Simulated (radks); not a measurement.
The nitrogen anion N2-, [He] 2s2 2p5, held by a Watson sphere: a shell of charge +2 at radius R that stands for the Madelung well of a crystal (potential energy -2/R inside, -2/r outside, in hartree with lengths in bohr). Method: non-relativistic Kohn-Sham, PBE, spin-polarised, spherical densities, point nucleus; open shells are filled with parallel spins first; computed with a radial shooting solver on a logarithmic mesh with Libxc functionals. Response by self-consistent Sternheimer equations with the Hartree and adiabatic LDA kernel. The sphere does not respond.

R (bohr) = 1.94: e(2s down) (eV) -17.823; e(2p up) (eV) -7.706; e(2p down) (eV) -6.700; <r> 2p (bohr) 1.704; sum of <r^2> (bohr^2) 23.09; X-ray form factor at sin(theta)/lambda = 0.3 1/angstrom 3.300; alpha (bohr^3) 16.88
R (bohr) = 2.46: e(2s down) (eV) -16.002; e(2p up) (eV) -6.263; e(2p down) (eV) -5.326; <r> 2p (bohr) 1.877; sum of <r^2> (bohr^2) 27.37; X-ray form factor at sin(theta)/lambda = 0.3 1/angstrom 3.199; alpha (bohr^3) 27.70
R (bohr) = 2.61: e(2s down) (eV) -15.570; e(2p up) (eV) -5.902; e(2p down) (eV) -4.979; <r> 2p (bohr) 1.927; sum of <r^2> (bohr^2) 28.63; X-ray form factor at sin(theta)/lambda = 0.3 1/angstrom 3.188; alpha (bohr^3) 31.93
R (bohr) = 2.69: e(2s down) (eV) -15.356; e(2p up) (eV) -5.720; e(2p down) (eV) -4.803; <r> 2p (bohr) 1.954; sum of <r^2> (bohr^2) 29.30; X-ray form factor at sin(theta)/lambda = 0.3 1/angstrom 3.184; alpha (bohr^3) 34.43
R (bohr) = 3: e(2s down) (eV) -14.622; e(2p up) (eV) -5.081; e(2p down) (eV) -4.182; <r> 2p (bohr) 2.060; sum of <r^2> (bohr^2) 31.97; X-ray form factor at sin(theta)/lambda = 0.3 1/angstrom 3.176; alpha (bohr^3) 46.10
